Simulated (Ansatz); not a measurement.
Two structures, one formula

The two ends of one reaction step of Ge4NH15O, closed shell (PBE0-D4/def2-TZVP).

A:

Ge1  (-1.612, 0.312, -0.034)
Ge2  (2.909, -0.662, -0.602)
Ge3  (-0.710, -0.805, 1.928)
Ge4  (-2.085, -1.263, -1.831)
H5  (-2.911, 1.065, 0.325)
H6  (0.461, 2.103, 1.003)
N7  (-0.446, 1.673, -0.593)
H8  (2.987, 0.525, 0.360)
O9  (0.938, 1.977, 1.848)
H10  (3.048, -1.987, 0.157)
H11  (1.544, -0.651, -1.316)
H12  (4.008, -0.565, -1.670)
H13  (-0.960, -0.005, 3.210)
H14  (-1.467, -2.147, 2.035)
H15  (0.781, -1.112, 1.754)
H16  (-3.168, -2.268, -1.403)
H17  (-0.812, -2.046, -2.200)
H18  (-2.574, -0.520, -3.088)
H19  (-0.921, 2.367, -1.157)
H20  (0.326, 1.312, -1.141)
H21  (0.663, 2.699, 2.416)
(Å)

B:

Ge1  (-1.450, 0.052, 0.089)
Ge2  (2.172, -0.427, -0.788)
Ge3  (-0.881, -0.710, 2.323)
Ge4  (-1.427, -1.495, -1.785)
H5  (-2.823, 0.771, 0.131)
H6  (0.207, 1.927, 0.389)
N7  (-0.365, 1.625, -0.429)
H8  (1.729, 0.862, 1.102)
O9  (1.318, 1.579, 1.677)
H10  (2.141, -1.947, -1.172)
H11  (1.308, 0.076, -2.064)
H12  (3.563, -0.036, -1.401)
H13  (-0.989, 0.459, 3.307)
H14  (-1.991, -1.735, 2.640)
H15  (0.488, -1.381, 2.353)
H16  (-2.775, -2.234, -1.684)
H17  (-0.264, -2.478, -1.695)
H18  (-1.401, -0.685, -3.087)
H19  (-0.924, 2.389, -0.797)
H20  (0.317, 1.290, -1.129)
H21  (2.048, 2.100, 2.021)
(Å)

Ansatz 0.2.0; basis: def2-TZVPP; cores frozen in the correlated methods. Filled d shells of the heavier atoms are correlated. The def2 sets are not built for correlating such inner shells, so the correlated values are less sure here. B3LYP uses VWN-RPA correlation.

Task: Which structure is lower at CCSD(T), and by how much? (An estimate is asked for; the value comes from the calculation.)

Result: Computed: A, by 1.271 eV (electronic energy, against the other). By their contacts, A is a complex of Ge₃NH₉ ([NH2][GeH]([GeH3])[GeH3]) + GeH₄ + H₂O and B is a complex of Ge₃NH₁₀ ([NH3][GeH]([GeH3])[GeH3]) + GeH₃ + H₂O.

All methods give the same order:

```tsv
method	E(B) − E(A) (eV)
SPW92	0.548
PBE-D4	0.870
BLYP-D4	0.958
r2SCAN-D4	1.052
B97M-V	1.227
PBE0-D4	1.012
B3LYP-D4	1.073
r2SCAN0-D4	1.116
BHLYP-D4	1.224
CAM-B3LYP-D4	1.190
wB97X-V	1.267
wB97M-V	1.118
B2PLYP	1.255
PBE-QIDH	1.201
RPA on PBE	1.341
HF	1.775
MP2	1.274
CCSD	1.357
CCSD(T)	1.271
```

The T1 diagnostic stays at or below 0.012.

Labels in which every atom is bracketed show which atoms are joined, not bond orders.

For scale, one of the runs: CCSD(T)/def2-TZVPP, 464 basis functions, launched by `ansatz run in.yaml --threads 11 --pin off --events-out ev --progress --plain --max-ram 174080MiB --backend cuda --devices 0, --max-vram 75GiB`. The run took 35 s on 11 CPU threads of an AMD EPYC 7R13 and one NVIDIA H100 (shared host), with 1.2 GiB of host memory at its peak.
